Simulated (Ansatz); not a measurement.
`[Cl][SnH]1[O][GeH2]1`, relaxed with RKS PBE0-D4/def2-TZVP in the Gaussian-basis code of Ansatz from a PBE-D4/def2-SVP geometry. The force threshold is 0.005 eV/Å; the program also tests the step.

Total charge 0; spin multiplicity 1. Sn takes the def2 core potential.

Start:

```xyz
7

Cl   -2.056   -1.753   -1.394
Sn   -0.076   -1.245   -0.154
O     0.627    0.646   -0.955
Ge    0.184    1.167    0.696
H     1.106   -2.367   -0.751
H    -1.117    1.994    0.891
H     1.333    1.559    1.667
```

(1) How much energy does the relaxation release, and in how many steps? (Estimate.)

(2) Which bonds change most? (An estimate is asked.)

(3) Give the relaxed structure. (Best estimate.)

Results:

(1) Ansatz gave: 2.18 kcal/mol, in 6 steps, 1 of them rejected.

(2) Ansatz gave: Sn2–O3 from 2.171 to 2.065 Å; Sn2–Ge4 from 2.571 to 2.503 Å; Cl1–Sn2 from 2.390 to 2.334 Å; Sn2–H5 from 1.735 to 1.702 Å.

(3) The calculation gave: 
```xyz
7

Cl   -2.006   -1.717   -1.365
Sn   -0.041   -1.190   -0.221
O     0.587    0.641   -0.942
Ge    0.159    1.121    0.719
H     1.079   -2.377   -0.704
H    -1.101    1.981    0.884
H     1.323    1.542    1.629
```
